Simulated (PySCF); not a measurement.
PySCF input file for Zn(F)(OH) (FHOZn), SMILES [OH][Zn][F], TDDFT-CAM-B3LYP/def2-SVPD. Geometry optimised at ωB97X-D3(BJ)/def2-TZVP. One conformer was computed; it need not be the lowest.

```python
import numpy as np
from pyscf import gto, scf, dft, tdscf

mol = gto.M(
    atom='''
    Zn    0.00338094    0.01266256   -0.00000000
    F     0.00524570    1.75703429    0.00000000
    O    -0.10917724   -1.74653097    0.00000000
    H     0.72477847   -2.22093759    0.00000000
    ''',
    basis='def2-SVPD',
    charge=0,
    spin=0,
    symmetry=True,
    max_memory=1600,
    verbose=4,
)
mf = dft.RKS(mol, xc='cam-b3lyp').density_fit(auxbasis='def2-universal-jkfit')
mf.grids.level = 3
mf.conv_tol = 1e-9
mf.max_cycle = 100
mf.kernel()
mf.grids = dft.Grids(mol).set(level=1).build(with_non0tab=True)  # coarser grid for the response kernel
td = tdscf.TDDFT(mf)
td.singlet = True
td.nstates = 10
td.conv_tol = 1e-4
td.kernel(x0=td.get_init_guess(mf, 15))
td.analyze()
tt = tdscf.TDA(mf)
tt.singlet = False
tt.nstates = 4
tt.conv_tol = 1e-4
tt.kernel(x0=tt.get_init_guess(mf, 9))
tt.analyze(verbose=3)
```

Log of the run:

```
PySCF version 2.14.0

[INPUT] verbose = 4
[INPUT] num. atoms = 4
[INPUT] num. electrons = 48
[INPUT] charge = 0
[INPUT] spin (= nelec alpha-beta = 2S) = 0
[INPUT] symmetry True subgroup None
[INPUT] Mole.unit = angstrom
[INPUT] Symbol           X                Y                Z      unit          X                Y                Z       unit  Magmom
[INPUT]  1 Zn     0.003380940000   0.012662560000   0.000000000000 AA    0.006389050644   0.023928770436   0.000000000000 Bohr   0.0
[INPUT]  2 F      0.005245700000   1.757034290000   0.000000000000 AA    0.009912936332   3.320313599570   0.000000000000 Bohr   0.0
[INPUT]  3 O     -0.109177240000  -1.746530970000   0.000000000000 AA   -0.206315082636  -3.300465201371   0.000000000000 Bohr   0.0
[INPUT]  4 H      0.724778470000  -2.220937590000   0.000000000000 AA    1.369632809281  -4.196963784852   0.000000000000 Bohr   0.0

nuclear repulsion = 177.177166676723
point group symmetry = Cs
symmetry origin: [1.96846471e-09 2.36215773e-09 0.00000000e+00]
symmetry axis x: [1.00000000e+00 1.55333498e-09 0.00000000e+00]
symmetry axis y: [-1.55333498e-09  1.00000000e+00  0.00000000e+00]
symmetry axis z: [0. 0. 1.]
num. orbitals of irrep A' = 61
num. orbitals of irrep A" = 27
number of shells = 34
number of NR pGTOs = 152
number of NR cGTOs = 88
basis = def2-SVPD
ecp = {}


[settings echo left out]
init E= -1954.37703098105
HOMO (A") = -0.42209201962933  LUMO (A') = -0.113833560352409  gap/eV = 8.38814
cycle= 1 E= -1954.62443639745  delta_E= -0.247  |g|= 1.03  |ddm|=  2.2
HOMO (A") = -0.228101851895993  LUMO (A') = -0.0180610032273512  gap/eV = 5.71550
cycle= 2 E= -1954.33676228486  delta_E= 0.288  |g|= 1.68  |ddm|= 2.02
HOMO (A") = -0.398403298669595  LUMO (A') = -0.0382812386941662  gap/eV = 9.79942
cycle= 3 E= -1954.81190402326  delta_E= -0.475  |g|= 0.0718  |ddm|= 1.24
HOMO (A") = -0.376441866387363  LUMO (A') = -0.0294994319795316  gap/eV = 9.44078
cycle= 4 E= -1954.81239946428  delta_E= -0.000495  |g|= 0.0553  |ddm|= 0.0829
HOMO (A") = -0.383296114533891  LUMO (A') = -0.0302709966989001  gap/eV = 9.60630
cycle= 5 E= -1954.81284448915  delta_E= -0.000445  |g|= 0.00719  |ddm|= 0.0331
HOMO (A") = -0.382665591716129  LUMO (A') = -0.0302304696043976  gap/eV = 9.59025
cycle= 6 E= -1954.81285339536  delta_E= -8.91e-06  |g|= 0.00451  |ddm|= 0.00878
HOMO (A") = -0.383054323995517  LUMO (A') = -0.0301949296707331  gap/eV = 9.60179
cycle= 7 E= -1954.81285695572  delta_E= -3.56e-06  |g|= 0.000861  |ddm|= 0.00343
HOMO (A") = -0.383038744855963  LUMO (A') = -0.0302197971270761  gap/eV = 9.60069
cycle= 8 E= -1954.81285724833  delta_E= -2.93e-07  |g|= 0.000158  |ddm|= 0.00161
HOMO (A") = -0.383016211495619  LUMO (A') = -0.0302269024946487  gap/eV = 9.59989
cycle= 9 E= -1954.81285726312  delta_E= -1.48e-08  |g|= 3.94e-05  |ddm|= 0.000361
HOMO (A") = -0.38300860725648  LUMO (A') = -0.0302276931704881  gap/eV = 9.59966
cycle= 10 E= -1954.81285726405  delta_E= -9.29e-10  |g|= 7.26e-06  |ddm|= 9.09e-05
HOMO (A") = -0.383009858876543  LUMO (A') = -0.0302274730430607  gap/eV = 9.59970
Extra cycle  E= -1954.81285726407  delta_E= -1.86e-11  |g|= 7.31e-06  |ddm|= 1.74e-05
converged SCF energy = -1954.81285726407
tot grids = 20392


******** <class 'pyscf.tdscf.rks.TDDFT'> for <class 'pyscf.df.df_jk.DFSymAdaptedRKS'> ********
nstates = 10 singlet
deg_eia_thresh = 1.000e-03
wfnsym = None
conv_tol = 0.0001
eigh lindep = 1e-12
eigh level_shift = 0
eigh max_cycle = 100


Excitation energies (eV)
[5.70691328 6.73657636 7.43501961 7.44561253 7.53173191 8.05874435
 8.40870041 8.46095226 8.51933284 8.64461229]

** Singlet excitation energies and oscillator strengths **
Excited State   1:   A"      5.70691 eV    217.25 nm  f=0.0240
      24 -> 25       -0.69400
Excited State   2:   A'      6.73658 eV    184.05 nm  f=0.0602
      22 -> 25       -0.10559
      23 -> 25       -0.65456
      24 -> 27        0.18365
Excited State   3:   A"      7.43502 eV    166.76 nm  f=0.0214
      21 -> 25        0.47650
      24 -> 26       -0.48801
Excited State   4:   A'      7.44561 eV    166.52 nm  f=0.0389
      22 -> 25        0.66285
      22 -> 28        0.11688
      24 -> 27        0.13328
Excited State   5:   A"      7.53173 eV    164.62 nm  f=0.0222
      21 -> 25       -0.47685
      24 -> 26       -0.49177
Excited State   6:   A'      8.05874 eV    153.85 nm  f=0.0259
      23 -> 25        0.12569
      23 -> 26       -0.34710
      24 -> 27        0.56702
Excited State   7:   A"      8.40870 eV    147.45 nm  f=0.0193
      24 -> 28       -0.63632
      24 -> 29        0.24877
Excited State   8:   A'      8.46095 eV    146.54 nm  f=0.0243
      20 -> 25       -0.50450
      21 -> 27       -0.11430
      22 -> 26       -0.14960
      23 -> 26       -0.39314
      24 -> 27       -0.13558
Excited State   9:   A"      8.51933 eV    145.53 nm  f=0.0279
      23 -> 27       -0.68729
Excited State  10:   A'      8.64461 eV    143.42 nm  f=0.1185
      20 -> 25        0.37258
      22 -> 26        0.15313
      23 -> 25       -0.11183
      23 -> 26       -0.42341
      23 -> 28        0.20162
      23 -> 29       -0.11330
      24 -> 27       -0.23770

** Transition electric dipole moments (AU) **
state          X           Y           Z        Dip. S.      Osc.
  1         0.0000     -0.0000     -0.4146      0.1719      0.0240
  2        -0.2339     -0.5567      0.0000      0.3646      0.0602
  3        -0.0000     -0.0000     -0.3426      0.1174      0.0214
  4        -0.4243     -0.1816      0.0000      0.2131      0.0389
  5        -0.0000     -0.0000      0.3465      0.1201      0.0222
  6        -0.0204      0.3619     -0.0000      0.1314      0.0259
  7         0.0000      0.0000      0.3061      0.0937      0.0193
  8        -0.3089      0.1481     -0.0000      0.1174      0.0243
  9        -0.0000      0.0000     -0.3658      0.1338      0.0279
 10        -0.4117     -0.6245     -0.0000      0.5595      0.1185

** Transition velocity dipole moments (imaginary part, AU) **
state          X           Y           Z        Dip. S.      Osc.
  1         0.0000     -0.0000     -0.0890      0.0079      0.0252
  2        -0.0613     -0.1411      0.0000      0.0236      0.0637
  3         0.0000      0.0000     -0.0939      0.0088      0.0215
  4        -0.1204     -0.0504      0.0000      0.0170      0.0415
  5        -0.0000     -0.0000      0.1017      0.0103      0.0249
  6        -0.0051      0.1108      0.0000      0.0123      0.0277
  7        -0.0000     -0.0000      0.0936      0.0088      0.0189
  8        -0.0948      0.0447      0.0000      0.0110      0.0235
  9         0.0000      0.0000     -0.1159      0.0134      0.0286
 10        -0.1305     -0.2008     -0.0000      0.0573      0.1203

** Transition magnetic dipole moments (imaginary part, AU) **
state          X           Y           Z
  1        -0.3826     -0.0610     -0.0000
  2        -0.0000      0.0000      0.4374
  3         0.2502      0.0420      0.0000
  4        -0.0000      0.0000     -0.2545
  5        -0.1086      0.0808     -0.0000
  6         0.0000     -0.0000      0.0891
  7         0.3563      0.0525     -0.0000
  8         0.0000      0.0000      0.2074
  9        -0.4397      0.0260     -0.0000
 10        -0.0000      0.0000      0.4575


******** <class 'pyscf.tdscf.rks.TDA'> for <class 'pyscf.df.df_jk.DFSymAdaptedRKS'> ********
nstates = 4 triplet
deg_eia_thresh = 1.000e-03
wfnsym = None
conv_tol = 0.0001
eigh lindep = 1e-12
eigh level_shift = 0
eigh max_cycle = 100


Excitation energies (eV)
[5.27355529 5.93780308 7.01836255 7.07023024]

** Triplet excitation energies and oscillator strengths **
Excited State   1:   A"      5.27356 eV    235.11 nm  f=0.0000
Excited State   2:   A'      5.93780 eV    208.80 nm  f=0.0000
Excited State   3:   A'      7.01836 eV    176.66 nm  f=0.0000
Excited State   4:   A"      7.07023 eV    175.36 nm  f=0.0000
```

The calculation finished and met its thresholds.
